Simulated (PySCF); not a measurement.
## Worked example: chemical shift, span and skew from a shielding tensor

1-bromo-1,2,2-trichloroethene (C2BrCl3), SMILES ClC(Cl)=C(Cl)Br. Atoms are numbered in the order given.

```xyz
6

Cl     2.0222    -0.9720     0.0000
C      0.2964    -1.0025     0.0000
Cl    -0.4132    -2.5787     0.0000
C     -0.4566     0.1189     0.0000
Cl    -2.1809     0.0623     0.0000
Br     0.3052     1.8459     0.0000
```

Geometry optimised at B3LYP-D3(BJ)/def2-SVP.

GIAO shieldings from PBE/pcSseg-1 (PySCF), non-relativistic, no solvent. The symmetric part of the tensor of C2 has the principal values -28.3, 56.0, 93.2 ppm. The same nucleus in TMS has σ = 182.0 ppm at this level (PySCF, at its B3LYP-D3(BJ)/def2-TZVP geometry). Without spin–orbit terms, shifts of atoms bonded to Cl or Br come out too high.

Problem. Work out the isotropic shielding, the ¹³C shift against TMS, the span and the skew.

Solution. 
σ(iso) = (σ11 + σ22 + σ33)/3 = 40.3 ppm. δ = σ(ref) − σ(iso) = 182.0 − (40.3) = 141.7 ppm.
Span Ω = σ33 − σ11 = 121.5 ppm. Skew κ = 3(σ(iso) − σ22)/Ω = -0.39. Tumbling in solution averages the tensor to δ; in a static solid the shielding alone would spread this spin-1/2 line over Ω.
